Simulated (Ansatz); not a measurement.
Cost and result for the atomization energy of C$_{2}$H$_{10}$NPSi, SMILES `CCN([SiH3])P` (15 atoms, 14 bonds).

```xyz
15

C    -0.880   -0.720   -1.409
C     0.165    0.266   -0.919
N     0.445    0.163    0.512
Si   -0.366    1.255    1.584
P     1.467   -1.051    1.121
H    -1.045   -0.601   -2.482
H    -1.832   -0.563   -0.897
H    -0.564   -1.749   -1.230
H    -0.167    1.289   -1.136
H     1.103    0.125   -1.469
H     0.167    1.052    2.951
H    -1.842    1.042    1.588
H    -0.134    2.654    1.127
H     0.946   -2.215    0.478
H     2.538   -0.949    0.182
```

Total charge 0; spin multiplicity 1. The structure was optimised at the PBE0-D4/def2-TZVP level. It is one conformer, not always the lowest. Program: Ansatz. All runs use 2 threads of an AMD EPYC 7R13 on a shared host and a share of an NVIDIA H100 80 GB. Times are those of one run each, without the atoms' runs, and a repeat can differ threefold. Electronic energies, without spin–orbit coupling; frozen cores. CCSD(T)/CBS adds CCSD(T) − MP2 in def2-TZVPP to the MP2 limit, and its time is that of the two runs behind it. T1 = 0.011. B3LYP takes the VWN-RPA correlation (the form of Gaussian; ORCA's B3LYP/G).

CCSD(T)/CBS is a level of theory with its own doubt, some kJ/mol a heavy atom from the limit and from the frozen cores, so smaller differences don't rank the functionals.

```json
{"level": "B2PLYP/def2-TZVPP", "functions": "317", "wall time": "11 s"}
{"level": "ωB97X-V/def2-TZVPP", "functions": "317", "wall time": "11 s"}
{"level": "PBE-D4/def2-TZVPP (with forces)", "functions": "317", "wall time": "12 s"}
{"level": "r2SCAN-D4/def2-TZVPP (with forces)", "functions": "317", "wall time": "13 s"}
{"level": "PBE0-D4/def2-TZVPP", "functions": "317", "wall time": "14 s"}
{"level": "B3LYP-D4/def2-TZVPP (with forces)", "functions": "317", "wall time": "14 s"}
{"level": "ωB97M-V/def2-TZVPP (with forces)", "functions": "317", "wall time": "15 s"}
{"level": "CCSD(T)/def2-TZVPP", "functions": "317", "wall time": "16 s"}
{"level": "MP2/def2-QZVPP", "functions": "611", "wall time": "16 s"}
{"level": "CCSD(T)/CBS(def2)", "functions": "–", "wall time": "32 s"}
```

Q: What atomization energy does each give, and how far from CCSD(T)/CBS? (Estimate.)

A: Ansatz gave: 
```
                             level  atomization (kJ/mol)  difference from CCSD(T)/CBS  per bond
                 B2PLYP/def2-TZVPP                5069.0                        -56.8      -4.1
                ωB97X-V/def2-TZVPP                5170.3                         44.5       3.2
   PBE-D4/def2-TZVPP (with forces)                5175.8                         50.0       3.6
r2SCAN-D4/def2-TZVPP (with forces)                5111.1                        -14.7      -1.1
                PBE0-D4/def2-TZVPP                5118.5                         -7.3      -0.5
 B3LYP-D4/def2-TZVPP (with forces)                5153.3                         27.5       2.0
  ωB97M-V/def2-TZVPP (with forces)                5158.1                         32.3       2.3
                CCSD(T)/def2-TZVPP                4988.1                       -137.7      -9.8
                    MP2/def2-QZVPP                5077.0                        -48.8      -3.5
                 CCSD(T)/CBS(def2)                5125.8                          0.0       0.0
```

The D4 term adds +59.4 kJ/mol with B3LYP and +31.5 kJ/mol with PBE0; it sums over pairs of atoms, weighted by their polarisabilities, and B3LYP, whose exchange is more repulsive, gets the larger term. From PBE to PBE0 (25 % exact exchange), in def2-TZVPP and without D4, the atomization energy moves by −51.8 kJ/mol: exact exchange takes away binding that semilocal exchange gives to molecules. In def2-TZVPP, CCSD(T) changes the Hartree–Fock value by +1262.0 kJ/mol (the triples alone add +62.2 kJ/mol) and MP2 by +1268.8 kJ/mol; breaking electron pairs costs correlation energy, which Hartree–Fock lacks.
